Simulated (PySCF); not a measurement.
# Correlation energy of O³⁺ (oxygen, charge +3)

[He] 2s2 2p1, 2P determinant. Calculation: PySCF 2.14, in aug-cc-pCVTZ-DK with one added diffuse shell each of s, p, d, f type (8s7p5d3f, 75 functions); the spin-free X2C one-electron Hamiltonian (Gaussian nucleus). Frozen: nothing; 5 electrons correlated.

```csv
level,correlation energy (mhartree)
CCSD,-141.88
(T),-1.45
CCSD(T),-143.33
```

Diagnostics: T1 = 0.0044, D1 = 0.0108, largest double amplitude 0.133.

**Question.** Is a single reference adequate?

**Answer.** Mostly. T1 lies below 0.03, but a double amplitude of this size points to a near-degeneracy that CCSD handles and MP2 describes poorly.
